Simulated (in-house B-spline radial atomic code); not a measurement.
Whole-atom quantities along the 64-electron series, configuration 1s2 2s2 2p6 3s2 3p6 3d10 4s2 4p6 4d10 4f5/2(6) 4f7/2(7) 5s2 5p1/2(2) 5p3/2(1). Breit and QED terms are first order and not part of the total energy; the density at the nucleus is averaged over the nuclear charge. Computed with a B-spline radial code for spherical atoms: Dirac-Hartree-Fock, jj configuration that fills j = l - 1/2 first, finite nuclei.

```csv
ion,Z,E/Z² (Eh),Σ<r²> (bohr²),n(0)/Z³ (bohr⁻³),Lamb diamagnetic shielding (ppm),repulsion over attraction,Breit energy (eV),self-energy (eV),vacuum polarisation (eV)
Lu7+,71,-2.8881,21.287,2.8687,8991.98,0.14413,397.13,325.42,-56.184
Hf8+,72,-2.9072,19.649,2.9858,9181.53,0.14282,416.89,343.19,-60.111
Ta9+,73,-2.9262,18.233,3.1043,9372.6,0.14147,437.37,361.76,-64.279
```
